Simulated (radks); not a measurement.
Results of a calculation; reference values are marked as such.
Ba51+, configuration [He] 2s2 2p1. Level of theory: scalar-relativistic Kohn-Sham, SCAN, spin-polarised, spherical densities, finite nucleus; open shells are filled with parallel spins first (spin-orbit coupling, left out, can overturn this in heavy ions); meta-GGA in the generalised Kohn-Sham scheme; Fermi nuclear charge, rms radius 4.8378 fm (a radial shooting solver on a logarithmic mesh with Libxc functionals).

Unscreened Slater integrals over Kohn-Sham orbitals (eV). They are taken over the spin-up orbitals.

| integral | value |
|---|---|
| F0(2p,2p) | 273.75 |
| F2(2p,2p) | 130.93 |
| F0(2p,2s) | 250.17 |
| G1(2p,2s) | 140.41 |
| F0(2p,1s) | 369.76 |
| G1(2p,1s) | 73.794 |
| F0(2s,2s) | 235.54 |
| F0(2s,1s) | 331.42 |
| G0(2s,1s) | 34.318 |
| F0(1s,1s) | 1008.5 |

Derived for the open shells (J is the average intra-shell exchange parameter used in DFT+U). 2p: J = F2/5 = 26.19 eV.
